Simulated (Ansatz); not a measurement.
```xyz
10

N     1.1384    0.0254    0.0375
C     0.2944    1.0976   -0.0211
C    -1.0293    0.7102    0.0185
C    -0.9851   -0.7159   -0.0497
C     0.3332   -1.1152    0.0498
H     2.1125   -0.0169    0.0448
H     0.7533    2.1018   -0.0448
H    -1.8509    1.3213   -0.0236
H    -1.8309   -1.4105   -0.0005
H     0.7660   -2.0659    0.0016
```

Basis set: 6-31G* (spherical functions). Left uncorrelated: 5 orbitals. Charge 0, multiplicity 1.

Computed with Ansatz (development build ahead of 0.2.0); each method stands on the lowest determinant of its kind that the runs found. Restricted open shells among the atoms or ions are ROHF, correlated in semicanonical orbitals with singles.

The atomization energy at this shape (free ground-state atoms in the same class of orbitals less the molecule, no zero-point energy) of singlet C₄H₅N:

```tsv
method	atomization energy
RHF-MP2	998.99 kcal/mol
```

**Question.** What does RHF give?

**Answer.** 762.70 kcal/mol. Caution: the shape is not the minimum.
